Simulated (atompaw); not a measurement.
**Before and after: PAW (atompaw) potential for promethium (Pm)**

atompaw 4.2.0.5 input, output lines left out:

```
Pm 61
GGA-PBE scalarrelativistic loggrid 2001 logderivrange -4 5 226
6 6 5 4 0 0
6 1 0
5 2 0
4 3 5
0 0 0
c
c
c
c
c
v
c
c
c
v
v
c
c
v
v
3
3.00 2.35 3.00 2.60
y
2.7
n
n
y
0.35
n
y
3.6
n
custom rrkj gramschmidtortho sinc
4 1 ultrasoft
3.00
3.00
2.60
3.00
3.00
3.00
0.85
0.85
```

Change: augmentation sinc compensation charge, radius 2.35 bohr; PAW radius 3.00 bohr; waves and projectors: custom polynom vanderbiltortho.

Cutoffs: the cutoffs (Ry, on a coarse ladder) from which the occupation-weighted sum of valence levels, in a spherical-Bessel basis at the reference potential, stays within 10 and 1 mRy of its value at 400 Ry; they do not see the model core or the augmentation charge, which bear on the density cutoff.

Question: What does the change do?

Answer: Both files keep a bound ghost (s); the range in which the p phases agree widens (upper end 0.6 → at the end of the scan).

| quantity | base | changed |
| --- | --- | --- |
| cutoff, loose | 260 Ry | 260 Ry |
| cutoff, tight | over 300 Ry | over 300 Ry |
| loose cutoff by channel (10 mRy a level) | s 6 Ry, p 10 Ry, f 180 Ry | s 6 Ry, p 10 Ry, f 160 Ry |
| bound ghosts | s | s |
| s: phases at 3.02 bohr within 0.05 rad from the reference energy up to (Ry; the scan ends near 5) | 4.2 | 4.8 |
| p: phases at 3.02 bohr within 0.05 rad from the reference energy up to (Ry; the scan ends near 5) | 0.6 | to the end of the scan |
| d: phases at 3.02 bohr within 0.05 rad from the reference energy up to (Ry; the scan ends near 5) | 2.3 | 1.9 |
| f: phases at 3.02 bohr within 0.05 rad from the reference energy up to (Ry; the scan ends near 5) | to the end of the scan | to the end of the scan |
| lowest overlap eigenvalue by channel | s 0.77, p 0.08, d 0.96, f 1.00 | s 0.16, p 0.70, d 0.97, f 1.00 |

 A true bound ghost makes a file unfit for plane-wave use even where its test errors are small: the radial tests pick states by their node count and pass the ghost by. The cutoffs see the waves, projectors and local potential, not the compensation charge or the core.
